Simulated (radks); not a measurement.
Results of a calculation; reference values are marked as such.
Task: Species: the nickel ion Ni12+. Configuration: [Ne] 3s2 3p4. Code: a radial shooting solver on a logarithmic mesh with Libxc functionals. Model: non-relativistic Kohn-Sham, LB94 model potential, spin-polarised, spherical densities, point nucleus; open shells are filled with parallel spins first. Some entries of the table are withheld. Estimate them.

orbital  occ.  eigenvalue (hartree)  <r^2> (bohr^2)  <1/r> (bohr^-1)
1s down     1             -314.7627        0.004009            27.55
1s up       1             -314.7544        0.004011            27.54
2s up       1                   (1)         0.07113            5.987
2s down     1                   (2)         0.07130            5.976
2p up       3             -45.27267         0.05608              (3)
2p down     3             -45.23022         0.05626              (4)
3s up       1             -15.60015          0.4954            2.163
3s down     1             -15.46757          0.4942            2.173
3p up       3                   (5)          0.4927            2.104
3p down     1                   (6)          0.4905            2.118

Result: 
(1) 2s up eigenvalue (hartree): -49.69269
(2) 2s down eigenvalue (hartree): -49.67763
(3) 2p up <1/r> (bohr^-1): 5.958
(4) 2p down <1/r> (bohr^-1): 5.950
(5) 3p up eigenvalue (hartree): -14.19832
(6) 3p down eigenvalue (hartree): -14.07824
